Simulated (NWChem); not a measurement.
System: SiHF3; SMILES F[SiH](F)F

The following NWChem deck was run.

```
start job
memory heap 200 mb stack 900 mb global 1100 mb
geometry units angstroms noautosym nocenter noautoz
  Si     0.000000     0.000000     0.327466
  F      1.443054    -0.384711    -0.243129
  F     -1.054697    -1.057366    -0.243129
  F     -0.388357     1.442077    -0.243129
  H      0.000000     0.000000     1.793609
end
basis spherical
  * library def2-svp
end
dft
  xc pbe0
  iterations 150
end
cosmo
  do_cosmo_smd true
  solvent water
end
task dft energy
```

Parts of the log:

```
             Northwest Computational Chemistry Package (NWChem) 7.3.0
             --------------------------------------------------------

                             Geometry "geometry" -> ""
                             -------------------------

 Output coordinates in angstroms (scale by  1.889725989 to convert to a.u.)

  No.       Tag          Charge          X              Y              Z
 ---- ---------------- ---------- -------------- -------------- --------------
    1 Si                  14.0000     0.00000000     0.00000000     0.32746600
    2 F                    9.0000     1.44305400    -0.38471100    -0.24312900
    3 F                    9.0000    -1.05469700    -1.05736600    -0.24312900
    4 F                    9.0000    -0.38835700     1.44207700    -0.24312900
    5 H                    1.0000     0.00000000     0.00000000     1.79360900

 Effective nuclear repulsion energy (a.u.)     185.5376944114

                                 NWChem DFT Module
                                 -----------------

 Summary of "ao basis" -> "ao basis" (spherical)
 ------------------------------------------------------------------------------
       Tag                 Description            Shells   Functions and Types
 ---------------- ------------------------------  ------  ---------------------
 Si                         def2-svp                 8       18   4s3p1d
 F                          def2-svp                 6       14   3s2p1d
 H                          def2-svp                 3        5   2s1p

 in cosmo_initialize ...
 calling solv_data for solv:h2o

 solvent parameters
 solvname_short: h2o
 solvname_long:  water
 dielec:       78.4000
 dielecinf:     1.7769
 aqueous SMD model solvent descriptors
 dielec:       78.4000
 sola:          0.8200

          ---------------
          -cosmo- solvent
          ---------------
 Cosmo: York-Karplus, doi: 10.1021/jp992097l
 dielectric constant -eps-     =  78.40
 screen = (eps-1)/(eps    )    =   0.98724
 surface charge correction     = lagrangian

   van der Waals surface
 --------------------------

 ---------- ATOMIC COORDINATES (A.U.) ------------ VDWR(ANG.) --
     1    0.00000000    0.00000000    0.61882101     2.470
     2    2.72697665   -0.72699837   -0.45944719     1.730
     3   -1.99308833   -1.99813201   -0.45944719     1.730
     4   -0.73388832    2.72513038   -0.45944719     1.730
     5    0.00000000    0.00000000    3.38942954     1.200
 number of segments per atom =        128
 number of   points per atom =        128
 atom (   nspa,  nppa )
 ----------------------
    1 (     77,     0 )       0
    2 (     65,     0 )       0
    3 (     66,     0 )       0
    4 (     65,     0 )       0
    5 (     36,     0 )       0
 number of -cosmo- surface points =      309
 molecular surface =     97.264 angstrom**2
 molecular volume  =     83.900 angstrom**3
 -lineq- algorithm             =   0
 -bem- low  level              =   3
 -bem- from -octahedral-
 gaussian surface charge width =   4.50000
 degree of switching           =   1.00000
 switching function tolerance  =   0.00010
 atomic radii =
 --------------
    1 14.000  2.470
    2  9.000  1.730
    3  9.000  1.730
    4  9.000  1.730
    5  1.000  1.200
 ...... end of -cosmo- initialization ......

 nat:                     5
 ixmem:                  1509
 calling mnsol_interface()
 G(SMD-CDS) energy (kcal/mol)  =     2.960
 SMD-CDS SASA (angstrom**2)    =   105.532

            General Information
            -------------------
          SCF calculation type: DFT
          Wavefunction type:  closed shell.
          No. of atoms     :     5
          No. of electrons :    42
           Alpha electrons :    21
            Beta electrons :    21
          Charge           :     0
          Spin multiplicity:     1
          Use of symmetry is: off; symmetry adaption is: off
          Maximum number of iterations: 150
          AO basis - number of functions:    65
                     number of shells:    29
          Convergence on energy requested:  1.00D-06
          Convergence on density requested:  1.00D-05
          Convergence on gradient requested:  5.00D-04

              XC Information
              --------------
                         PBE0 Method XC Functional
                     Hartree-Fock (Exact) Exchange  0.250
          PerdewBurkeErnzerhof Exchange Functional  0.750
            Perdew 1991 LDA Correlation Functional  1.000 local
           PerdewBurkeErnz. Correlation Functional  1.000 non-local

             Grid Information
             ----------------
          Grid used for XC integration:  medium
          Radial quadrature: Mura-Knowles
          Angular quadrature: Lebedev.
          Tag              B.-S. Rad. Rad. Pts. Rad. Cut. Ang. Pts.
          ---              ---------- --------- --------- ---------
          Si                  1.10       88           7.0       590
          F                   0.50       49           8.0       434
          H                   0.35       45           7.0       434
          Grid pruning is: on
          Number of quadrature shells:   280
          Spatial weights used:  Erf1

      Superposition of Atomic Density Guess
      -------------------------------------

 Sum of atomic energies:        -587.11535744

      Non-variational initial energy
      ------------------------------

 Total energy =    -587.687722
 1-e energy   =   -1187.498232
 2-e energy   =     414.272815
 HOMO         =      -0.491380
 LUMO         =       0.090064

   convergence    iter        energy       DeltaE   RMS-Dens  Diis-err
 ---------------- ----- ----------------- --------- --------- ---------
     COSMO gas phase
 d= 0,ls=0.0,diis     1   -588.9644378133 -7.75D+02  2.06D-02  9.21D-01
 d= 0,ls=0.0,diis     2   -588.9252312394  3.92D-02  9.95D-03  1.67D+00
 d= 0,ls=0.0,diis     3   -589.0652193527 -1.40D-01  9.75D-04  8.79D-03
 d= 0,ls=0.0,diis     4   -589.0658721714 -6.53D-04  2.15D-04  3.41D-04
 d= 0,ls=0.0,diis     5   -589.0659019172 -2.97D-05  2.50D-05  1.67D-06
 d= 0,ls=0.0,diis     6   -589.0659021882 -2.71D-07  2.65D-06  2.70D-08

   convergence    iter        energy       DeltaE   RMS-Dens  Diis-err
 ---------------- ----- ----------------- --------- --------- ---------
     COSMO solvation phase
 d= 0,ls=0.0,diis     1   -589.0649874000  9.15D-04  1.13D-03  1.42D-03
 d= 0,ls=0.0,diis     2   -589.0653183957 -3.31D-04  2.72D-04  6.70D-04
 d= 0,ls=0.0,diis     3   -589.0653642949 -4.59D-05  1.16D-04  1.57D-04
 d= 0,ls=0.0,diis     4   -589.0653776941 -1.34D-05  2.06D-05  1.81D-06
 d= 0,ls=0.0,diis     5   -589.0653778675 -1.73D-07  2.99D-06  2.56D-08

         Total DFT energy =     -589.065377867522
      One electron energy =    -1188.703163402927
           Coulomb energy =      466.574092103978
    Exchange-Corr. energy =      -52.416754566325
 Nuclear repulsion energy =      185.537694411406

             COSMO energy =       -0.057246413653

 Numeric. integr. density =       41.999999996864

                                COSMO-SMD solvation results
                                ---------------------------

             internal energy in gas <Psi(g)|H|Psi(g)> =      -589.065902188204
         internal energy in solvent <Psi(s)|H|Psi(s)> =      -589.065448684483
                               delta internal energy  =         0.000453503721 (    0.28 kcal/mol)
   total free energy in solvent <Psi(s)|H+V/2|Psi(s)> =      -589.070094459950
 polarization energy contribution <Psi(s)|V/2|Psi(s)> =        -0.004645775466 (   -2.92 kcal/mol)
    total free energy in solvent including G(SMD-CDS) =      -589.065377867522
                       G(SMD-CDS) energy contribution =         0.004716592428 (    2.96 kcal/mol)
     1 M fixed-concentration free energy of solvation =         0.000524320683 (    0.33 kcal/mol)

                       DFT Final Molecular Orbital Analysis
                       ------------------------------------

 Vector   19  Occ=2.000000D+00  E=-4.568706D-01
              MO Center= -3.9D-01, -3.9D-01, -2.0D-01, r^2= 2.4D+00
   Bfn.  Coefficient  Atom+Function         Bfn.  Coefficient  Atom+Function
  ----- ------------  ---------------      ----- ------------  ---------------
    38      0.409316  3 F  pz                41     -0.290181  3 F  pz
    36     -0.216164  3 F  px                37     -0.216268  3 F  py
    24     -0.205174  2 F  pz                52     -0.203992  4 F  pz
    22     -0.189367  2 F  px                51     -0.188884  4 F  py
    27      0.145461  2 F  pz                55      0.144622  4 F  pz

 Vector   20  Occ=2.000000D+00  E=-4.416039D-01
              MO Center= -8.0D-04, -8.0D-04, -2.4D-01, r^2= 2.7D+00
   Bfn.  Coefficient  Atom+Function         Bfn.  Coefficient  Atom+Function
  ----- ------------  ---------------      ----- ------------  ---------------
    23      0.379963  2 F  py                50     -0.379706  4 F  px
    36      0.278758  3 F  px                37     -0.278052  3 F  py
    26     -0.269586  2 F  py                53      0.269404  4 F  px
    39     -0.197769  3 F  px                40      0.197268  3 F  py
    51     -0.102438  4 F  py                22      0.101478  2 F  px

 Vector   21  Occ=2.000000D+00  E=-3.997994D-01
              MO Center= -5.3D-05, -5.4D-05,  9.1D-01, r^2= 2.2D+00
   Bfn.  Coefficient  Atom+Function         Bfn.  Coefficient  Atom+Function
  ----- ------------  ---------------      ----- ------------  ---------------
    61      0.380876  5 H  s                 62      0.239156  5 H  s
    24      0.232975  2 F  pz                38      0.233048  3 F  pz
    52      0.232975  4 F  pz                10      0.220123  1 Si pz
     3      0.193407  1 Si s                 27     -0.159581  2 F  pz
    41     -0.159627  3 F  pz                55     -0.159581  4 F  pz

 Vector   22  Occ=0.000000D+00  E= 6.135233D-02
              MO Center=  3.8D-03,  3.7D-03,  1.4D-01, r^2= 3.6D+00
   Bfn.  Coefficient  Atom+Function         Bfn.  Coefficient  Atom+Function
  ----- ------------  ---------------      ----- ------------  ---------------
     4      1.597652  1 Si s                 62     -0.833680  5 H  s
    21     -0.383531  2 F  s                 49     -0.383494  4 F  s
    35     -0.380844  3 F  s                  3      0.289441  1 Si s
     2      0.285614  1 Si s                 61     -0.214957  5 H  s
    25      0.183207  2 F  px                54      0.183072  4 F  py

 Vector   23  Occ=0.000000D+00  E= 6.976653D-02
              MO Center=  1.4D-01,  1.3D-01,  6.0D-01, r^2= 3.0D+00
   Bfn.  Coefficient  Atom+Function         Bfn.  Coefficient  Atom+Function
  ----- ------------  ---------------      ----- ------------  ---------------
    12      0.756487  1 Si py                11      0.730983  1 Si px
    35      0.423115  3 F  s                 49     -0.215066  4 F  s
     9      0.213975  1 Si py                 8      0.206761  1 Si px
    21     -0.203469  2 F  s                 26     -0.177326  2 F  py
    53     -0.174855  4 F  px                23      0.171501  2 F  py

 Vector   24  Occ=0.000000D+00  E= 6.979062D-02
              MO Center= -1.4D-01, -1.3D-01,  6.0D-01, r^2= 3.0D+00
   Bfn.  Coefficient  Atom+Function         Bfn.  Coefficient  Atom+Function
  ----- ------------  ---------------      ----- ------------  ---------------
    11      0.756474  1 Si px                12     -0.730973  1 Si py
    21     -0.368400  2 F  s                 49      0.361791  4 F  s
     8      0.213998  1 Si px                 9     -0.206783  1 Si py
    40      0.140840  3 F  py                39     -0.139325  3 F  px
    37     -0.136761  3 F  py                36      0.135435  3 F  px

     Multipole analysis of the density
     ---------------------------------

     L   x y z        total         alpha         beta         nuclear
     -   - - -        -----         -----         ----         -------
     0   0 0 0     -0.000000    -21.000000    -21.000000     42.000000

     1   1 0 0     -0.000152     -0.000076     -0.000076      0.000000
     1   0 1 0     -0.000149     -0.000074     -0.000074      0.000000
     1   0 0 1      0.700852      0.526501      0.526501     -0.352150

     2   2 0 0    -21.861597    -64.694075    -64.694075    107.526553
     2   1 1 0     -0.000203     -0.000122     -0.000122      0.000042
     2   1 0 1     -0.000258     -0.000129     -0.000129      0.000000
     2   0 2 0    -21.861607    -64.694075    -64.694075    107.526544
     2   0 1 1     -0.000250     -0.000125     -0.000125     -0.000000
     2   0 0 2    -18.717771    -20.633316    -20.633316     22.548861
```

Level: PBE0/def2-SVP, SMD on the gas-phase geometry. Geometry: optimised at PBE0/def2-SVP. Solvent: water.
